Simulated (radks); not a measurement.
Results of a calculation; reference values are marked as such.
Neutral zinc, 30 electrons, occupied as [Ar] 3d10 4s2. Level of theory: scalar-relativistic Kohn-Sham, PBE, spin-polarised, spherical densities, point nucleus (a radial shooting solver on a logarithmic mesh with Libxc functionals). Some entries of the table are withheld. Estimate them.

| orbital | occ. | eigenvalue (hartree) | <1/r> (bohr^-1) | r(max) (bohr) |
|---|---|---|---|---|
| 1s | 2 | -350.0645 | 30.23 | 0.03291 |
| 2s | 2 | -42.56792 | 6.586 | 0.1893 |
| 2p | 6 | -36.89737 | 6.462 | 0.1521 |
| 3s | 2 | -4.74920 | 2.089 | 0.5880 |
| 3p | 6 | -3.06499 | (1) | 0.5922 |
| 3d | 10 | -0.37265 | (2) | 0.5663 |
| 4s | 2 | -0.21972 | 0.4919 | (3) |

Answer. 
(1) 3p <1/r> (bohr^-1): 1.934
(2) 3d <1/r> (bohr^-1): 1.510
(3) 4s r(max) (bohr): 2.091
